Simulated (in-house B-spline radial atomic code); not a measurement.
Results of a calculation; reference values are marked as such.
**Building a PAW d channel for V, r_c = 2.13 bohr**

V, [Ar] 3d3 4s2, non-relativistic LDA (VWN5), spherical and spin-unpolarised, from a B-spline radial code for spherical atoms (atomic units; all potentials screened as in the neutral atom).

Two all-electron partial waves φ1, φ2 are integrated outwards at E1 = ε(3d) = -0.204634 and E2 = E1 + 1 hartree; φ1 is the bound orbital and φ2 has unit norm inside r_c = 2.1339 bohr. Smooth partners are polynomials, r^3(a0 + a1 r² + a2 r⁴ + a3 r⁶), matched to φ and three derivatives at r_c, with no condition on the norm. The local potential is -5.08351 + (2.66528) r² + (-0.594316) r⁴ + (0.0489932) r⁶ inside 1.7471 bohr and the all-electron one outside.

| wave | φ(r_c) | φ'(r_c) | a0 | a1 | a2 | a3 |
| --- | --- | --- | --- | --- | --- | --- |
| 1 | 0.45683 | -0.2792219 | 0.4922061 | -0.2157885 | 0.03524559 | -0.002048355 |
| 2 | 1.069485 | 1.209385 | -0.2344222 | 0.2124464 | -0.04191007 | 0.002606534 |

Inside r_c the overlaps are <φi φj> = [[0.83284, -0.42555], [-0.42555, 1.00000]] and, for the smooth waves, [[0.29642, 0.21014], [0.21014, 0.29768]]. With χj = (Ej − T − V_local) applied to smooth wave j, the program's quadrature gives the matrix B_ij = <smooth i, χj> as [[-0.24746, 0.49112], [-0.14458, 0.21458]].

(1) Check the match of the first wave, and find the augmentation charges q_ij.

(2) B isn't symmetric. Show that D_ij = B_ij + Ej q_ij is.

Solving (T + V_local + Σ p D p) ψ = E (1 + Σ p q p) ψ in a sphere of 9 bohr gives these levels:

| all-electron | one projector | two projectors |
| --- | --- | --- |
| -0.204615 | -0.204614 | -0.204614 |
| 0.101903 | 0.107444 | 0.101962 |
| 0.371646 | 0.400941 | 0.371777 |
| 0.782410 | 0.867502 | 0.782410 |
| 1.326130 | 1.505860 | 1.327590 |

(3) What does the second projector gain?

Results:

(1) At r_c the four terms are 4.78266, -9.54770, 7.10106, -1.87919, which sum to 0.4568, φ1(r_c) to rounding. q_ij is the all-electron overlap less the smooth one: [[0.53642, -0.63569], [-0.63569, 0.70232]]. The smooth first wave has a norm of 0.2964 inside r_c against 0.8328, and q11 > 0 puts back the missing charge.

(2) Integrating by parts gives B12 − B21 = (E1 − E2) q12: 0.49112 − (-0.14458) = 0.63569, and −1 × (-0.63569) = 0.63569. So D12 = 0.49112 + (0.795366)(-0.63569) = -0.01449 and D21 = -0.14458 + (-0.204634)(-0.63569) = -0.01449; D11 = -0.35723, D22 = 0.77319. The projectors, p = (B⁻¹)ᵀ χ, are dual to the smooth waves; det B = 0.018.

(3) With one projector the errors are 0.00, +5.54, +29.30, +85.09, +179.73 millihartree. With two the errors are 0.00, +0.06, +0.13, 0.00, +1.46 millihartree. The scattering is exact at E1 and at E2 = 0.795, and over all levels compared the largest error is 1.5 millihartree. The lowest eigenvalue of the overlap operator is 1 with one and 0.9261 with two projectors. The smooth orbital alone needs a cutoff of 12.3 hartree for 1 millihartree of kinetic energy, against 26.2 for a norm-conserving Troullier-Martins orbital of the same radius; part of the gain comes from giving up the norm, part from the simpler form.
